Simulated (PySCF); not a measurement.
Work out the structure from these simulated measurements.

Formula: C8H7N.

| Item | Value |
| --- | --- |
| Rotational structure | rotational constants A, B, C: 3.336, 1.211, 0.893 GHz [PBE0-D3(BJ)/def2-TZVP] |
| 1H NMR | chemical shifts (computed TMS as zero) by class: 7.73 (1 H), 7.72 (1 H), 7.65 (1 H), 7.59 (1 H), 2.47 (3 H) ppm [GIAO B97-2/pcSseg-2] |
| NMR, other nuclei | isotropic shieldings of nuclei other than C and H, by class: -42 (1 N) ppm [GIAO B97-2/pcSseg-2] |
| Dipole | 5.05 D [B97-2/pcSseg-2] |
| 13C NMR | chemical shifts (computed TMS as zero) by class: 147.2 (1 C), 140.8 (1 C), 139.5 (1 C), 137.3 (1 C), 135.1 (1 C), 125.5 (1 C), 120.3 (1 C), 24.0 (1 C) ppm [GIAO B97-2/pcSseg-2] |

Electronic properties: PySCF, gas phase, density fitting. Levels stand in brackets. Geometry: PBE0-D3(BJ)/def2-TZVP; no solvent, vibrations or thermal averaging. NMR classes are plain means over equivalent atoms (diastereotopic ones count apart unless rotation or inversion swaps them), as if these changed places fast.

Q: Give a SMILES that accounts for the data.

A: Numbering: `[CH3:1][c:2]1[cH:3][cH:4][cH:5][c:6]([C:7]#[N:8])[cH:9]1`. Its formula, C8H7N, gives 6 degrees of unsaturation: 1 ring and 5 π bonds in the structure found (Kekulé form). 8 carbons fall into 8 classes; from least to most shielded: substituted aromatic carbon [C2] (147.2 ppm), aromatic CH carbon [C9] (140.8 ppm), aromatic CH carbon [C3] (139.5 ppm), aromatic CH carbon [C5] (137.3 ppm), aromatic CH carbon [C4] (135.1 ppm), nitrile carbon [C7] (125.5 ppm), substituted aromatic carbon [C6] (120.3 ppm), benzylic-type carbon [C1] (24.0 ppm). Hydrogen classes from least to most shielded: 1 H on an aromatic CH carbon, C9 (7.73 ppm), 1 H on an aromatic CH carbon, C5 (7.72 ppm), 1 H on an aromatic CH carbon, C3 (7.65 ppm), 1 H on an aromatic CH carbon, C4 (7.59 ppm), 3 H on a benzylic-type carbon, C1 (2.47 ppm). The other shieldings belong to: -42 ppm, nitrile nitrogen [N8]. By its constants the optimised geometry is an asymmetric top. Structure: meta-tolunitrile (`c1c(cc(cc1)C)C#N`). Computed isomers that give other values at the same levels: `c1ccc2[nH]ccc2c1` (13C chemical shifts (computed TMS as zero) by class: 141.8 (1 C), 135.4 (1 C), 128.3 (1 C), 127.9 (1 C), 127.3 (1 C), 126.1 (1 C), 115.1 (1 C), 108.7 (1 C) ppm); `Cc1ccc(C#N)cc1` (13C chemical shifts (computed TMS as zero) by class: 151.0 (1 C), 140.4 (2 C), 136.0 (2 C), 125.5 (1 C), 117.0 (1 C), 24.6 (1 C) ppm); `Cc1ccccc1C#N` (13C chemical shifts (computed TMS as zero) by class: 152.6 (1 C), 140.7 (1 C), 138.7 (1 C), 136.4 (1 C), 132.1 (1 C), 124.6 (1 C), 120.1 (1 C), 24.3 (1 C) ppm). The assignments are read from this structure; whether some other isomer fits the data as well wasn't checked.
